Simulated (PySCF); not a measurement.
How methods differ on the excitation energy of Mn²⁺

Mn²⁺ [Ar] 3d5 (6S) → Mn²⁺ [Ar] 3d4 4s1 (6D), as a difference of total energies. All numbers are calculated (PySCF 2.14, scalar relativity by spin-free X2C-1e, in aug-cc-pwCVTZ-DK (10s9p7d4f3g, 127 functions)). Correlated levels: valence: [Ar] frozen; valence and next inner shell: [Ne] frozen; nothing frozen. The calculations carry no spin-orbit coupling.

```
                                method  excitation energy (eV)
                                   UHF                   7.241
                                   LDA                   7.677
                                   PBE                   7.505
                                  PBE0                   7.627
                                r2SCAN                   7.615
                                 M06-L                   8.206
                               wB97X-V                   7.694
                               wB97M-V                   7.693
                         MP2 (valence)                   7.748
                     SCS-MP2 (valence)                   7.410
    MP2 (valence and next inner shell)                   7.941
SCS-MP2 (valence and next inner shell)                   7.626
                   MP2 (all electrons)                   7.969
               SCS-MP2 (all electrons)                   7.643
```

How much does correlation contribute at MP2 (all electrons)?

7.969 − (7.241) = 0.728 eV, measured against UHF.

A first-order spin-orbit estimate (lowest level to lowest level, LS coupling) adds -0.071 eV.
